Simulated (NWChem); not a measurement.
Molecule: NbNHF3; SMILES [NH]=[Nb]([F])([F])[F]

Program: NWChem. Medium grid unless said otherwise, to which SCAN and Minnesota functionals are sensitive. Coordinates come from a PBE0/def2-SVP optimisation. def2 effective core potentials on Nb; no spin-orbit coupling. Total energies of different functionals are on different scales.

| level | energy (Ha) | highest occupied level (eV) | orbital gap (eV) | dipole (D) |
|---|---|---|---|---|
| B3LYP/def2-SVP | -411.8340 | -8.53 | 6.70 | 1.25 |
| PBE/def2-SVP | -411.5122 | -7.28 | 4.91 | 1.12 |
| PW6B95/def2-SVP | -412.1825 | -8.98 | 7.39 | 1.32 |
| r2SCAN/def2-SVP | -411.7021 | ? | ? | ? |
| CAM-B3LYP/def2-SVP | -411.6777 | -10.20 | 9.77 | 1.26 |
| B97-2/def2-SVP | -411.7556 | -8.60 | 6.86 | 1.31 |
| B97-D/def2-SVP | -411.7823 | -7.33 | 4.87 | 1.21 |

Some entries are withheld; supply them.


- r2SCAN/def2-SVP, highest occupied level (eV): -7.67
- r2SCAN/def2-SVP, orbital gap (eV): 5.31
- r2SCAN/def2-SVP, dipole (D): 1.17
